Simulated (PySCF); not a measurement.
# Computed records: ClGeH$_{3}$O$_{2}$

All values are calculated (PySCF 2.14.0). Calculation on a computer-drawn molecule: optimised geometry and harmonic frequencies of an isolated molecule of the commonest isotopes, restricted reference for singlets and unrestricted otherwise, frozen core in MP2; on germanium a core potential holds 10 electrons, which the energies leave out, and 3d is frozen in MP2 and coupled-cluster steps.

```yaml
- formula: ClGeH3O2
  start_structure:
    atoms_angstrom:
      - [O, 2.0695, 1.1758, 1.0126]
      - [Ge, 1.5221, -0.4655, 0.7764]
      - [O, -0.1365, -0.4156, 0.2025]
      - [Cl, 2.6738, -1.4235, -0.7837]
      - [H, 1.8626, 1.7797, 0.3122]
      - [H, 1.7106, -1.218, 2.0687]
      - [H, -0.3487, -1.0296, -0.487]
  given:
    charge: 0
    multiplicity: 1
    method: MP2
    basis: "cc-pV(D+d)Z"
    basis_and_core_potential_on_germanium: "cc-pVDZ-PP ECP10MDF"
    drawn_bonds_atom: [1, 2, 2, 1, 2, 3]
    drawn_bonds_other_atom: [2, 3, 4, 5, 6, 7]
    drawn_bonds_order: [1, 1, 1, 1, 1, 1]
  results:
    optimised_atom_element: [O, Ge, O, Cl, H, H, H]
    "optimised_atom_x [angstrom]": [2.069, 1.51, -0.1936, 2.641, 1.888, 1.734, -0.2951]
    "optimised_atom_y [angstrom]": [1.201, -0.465, -0.4469, -1.421, 1.758, -1.206, -1.016]
    "optimised_atom_z [angstrom]": [1.054, 0.7828, 0.2384, -0.801, 0.2801, 2.088, -0.54]
    "modes_frequency [cm^-1]": [109.2, 176.6, 209.8, 242.2, 302.6, 424.9, 715.5, 724.5, 746.8, 762.5, 937.4, 953.4, 2283, 3845, 3847]
    "modes_reduced_mass [dalton]": [1.684, 3.005, 1.914, 3.794, 2.01, 35.91, 2.379, 1.765, 2.128, 1.702, 1.099, 1.103, 1.021, 1.066, 1.066]
    "rotational_constants [GHz]": [5.458, 2.857, 2.175]
    "total_energy [hartree]": -905.0635
    "convergence_status_largest_gradient_component [hartree/bohr]": 1.868e-05
```
